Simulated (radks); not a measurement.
Values are calculated unless marked as measured or tabulated.
Valence configurations of Zr IV (all share [Kr]). Code: a radial shooting solver on a logarithmic mesh with Libxc functionals. Model: scalar-relativistic Kohn-Sham, r2SCAN, spin-polarised, spherical densities, finite nucleus; open shells are filled with parallel spins first (spin-orbit coupling, left out, can overturn this in heavy ions); meta-GGA in the generalised Kohn-Sham scheme; Fermi nuclear charge, rms radius 4.2694 fm. Energies are relative to 4d1; eigenvalues in eV for spin up.

valence	E (eV)	moment (Bohr magnetons)	e(4d)	e(5p)	e(5s)
4d1	0.000	1	-28.256	-	-
4d0.5 5s0.5	2.297	1	-29.666	-	-25.214
5s1	4.502	1	-	-	-26.529
5p1	10.115	1	-	-21.286	-

NIST lists [Kr] 4d1 as the ground configuration; this level of theory agrees among the configurations tried. The energies are those of spherical high-spin densities, not of single terms.
